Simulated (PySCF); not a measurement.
## Adding and removing an electron: TeC

PBE; PySCF, scalar-relativistic core potentials, basis sets Te aug-cc-pVDZ-PP with ECP28, C aug-cc-pVDZ. Neutral (UKS): singlet (closed shell), Re = 1.919 Å, ωe = 841 cm⁻¹, De = 5.31 eV, HOMO -6.74 eV, LUMO -3.74 eV.

TeC⁻ (UKS): doublet (π ↑), Re = 2.027 Å, ωe = 652 cm⁻¹, De = 4.19 eV to Te⁻ + C. The energies at the minima are -305.95229 hartree for TeC and -305.98731 for TeC⁻.

Question: Work out the adiabatic electron affinity, without and with harmonic zero-point energies (1 hartree = 27.2114 eV, 1 eV = 8065.5 cm⁻¹), and the change of the bond length.

Answer: At PBE: 0.03502 hartree = 0.953 eV between the minima; the zero-point term (841.0 − 652.0)/2 cm⁻¹ = +0.012 eV makes it 0.965 eV. Re changes by +10.8 pm against the neutral. The electron enters a π orbital, and the longer bond of the ion fits an antibonding orbital, or a change in how ionic the bond is.

These are scalar-relativistic numbers at best; spin–orbit coupling would shift them, the dissociation energy most. For an ion De counts to the pair picked by the measured ionisation energies or electron affinities, which need not be the lowest pair at this level. The highest Kohn–Sham level is positive in this anion. Much of that is self-interaction error, but it also means that the finite basis helps to hold the extra electron. States were picked by a PBE0 search and need not be the measured ground states.
